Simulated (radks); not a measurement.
Values are calculated unless marked as measured or tabulated.
Task: Ionisation ladder of potassium, from K2+ to K9+. Each ion is in the ground configuration listed by NIST, and IE = E(next ion) - E(this ion). Level of theory: non-relativistic Kohn-Sham, PBE, spin-polarised, spherical densities, point nucleus; open shells are filled with parallel spins first (a radial shooting solver on a logarithmic mesh with Libxc functionals).

| species | configuration | IE, Delta-SCF (eV) | <r> HOMO (bohr) |
|---|---|---|---|
| K2+ | [Ne] 3s2 3p5 | ? | 1.36 |
| K3+ | [Ne] 3s2 3p4 | ? | 1.30 |
| K4+ | [Ne] 3s2 3p3 | 81.943 | 1.24 |
| K5+ | [Ne] 3s2 3p2 | 99.561 | 1.19 |
| K6+ | [Ne] 3s2 3p1 | ? | 1.15 |
| K7+ | [Ne] 3s2 | ? | 1.09 |
| K8+ | [Ne] 3s1 | 176.20 | 1.06 |
| K9+ | [Ne] | 503.96 | 0.344 |

Estimate the withheld Delta-SCF values.

Result: K2+: 45.789 eV (NIST 45.803); K3+: 60.659 eV (NIST 60.92); K6+: 117.58 eV (NIST 117.6); K7+: 154.28 eV (NIST 154.87).
